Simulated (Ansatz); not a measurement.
Reaction (SMILES): Cl[Si]Cl (closed-shell singlet) → 2 Cl atom + Si atom
B3LYP-D3(BJ)/def2-TZVP geometries, fixed; electronic energies without zero-point terms.

Effect of the final integration grid (spheres per factor e of radius in core and valence, angular degree) at PBE0/def2-TZVPP with Ansatz (a quantum-chemistry and plane-wave program), against the last row, where the atomisation energy is 205.70 kcal/mol. Open shells are unrestricted. The default's grid is 13, 11, 36.

```
setting                     largest shift of a total energy (mEh)  shift of the atomisation energy (kcal/mol)
--------------------------  -------------------------------------  ------------------------------------------
accuracy: medium (default)                                  0.000                                       0.000
final_grid: 4, 3, 11                                       -0.746                                      -0.051
final_grid: 6, 5, 17                                        0.070                                      -0.034
final_grid: 8, 7, 23                                       -0.012                                       0.008
final_grid: 10, 9, 29                                      -0.002                                       0.001
final_grid: 18, 15, 47                                      0.000                                       0.000
final_grid: 26, 22, 59                                      0.000                                       0.000
```

Within 0.05 kcal/mol in the atomisation energy: accuracy: medium (default); final_grid: 6, 5, 17; final_grid: 8, 7, 23; final_grid: 10, 9, 29; final_grid: 18, 15, 47. The largest shift is 0.746 mEh in a total energy and 0.051 kcal/mol in the difference.
